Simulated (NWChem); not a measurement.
SiBiH₃Cl₂; SMILES [SiH3][Bi]([Cl])[Cl]

Program: NWChem. Medium grid unless said otherwise, to which SCAN and Minnesota functionals are sensitive. All runs use the structure optimised with PBE0/def2-SVP. def2 effective core potentials on Bi; no spin-orbit coupling. Hybrids' shares of exact exchange are those that their runs print; pure functionals count as 0. The functionals differ in more than this share.

```
row              share of exact exchange  orbital gap (eV)
---------------  -----------------------  ----------------
PBE/def2-SVP                        0.00              3.23
N12/def2-SVP                        0.00              3.23
TPSSh/def2-SVP                      0.10              4.11
B3LYP/def2-SVP                      0.20          withheld
M06-2X/def2-SVP                     0.54              7.04
M05-2X/def2-SVP                     0.56              7.17
```

**Question.** Fit a straight line of the last column on the one before it, predict the withheld value, and compare with the run.

**Answer.** 
1. Means of the 5 shown rows: x = 0.240, y = 4.956. Slope Σ(x − x̄)(y − ȳ)/Σ(x − x̄)² = 2.281/0.3272 = 6.970; intercept 3.283.
2. The shown rows scatter about the line by 0.068 (root mean square); the largest residual is +0.13, at TPSSh/def2-SVP.
3. At x = 0.20 (B3LYP/def2-SVP; inside the shown range) the line gives 4.68.
4. The run gives 4.62, -0.06 from the line, 0.9 times the scatter.
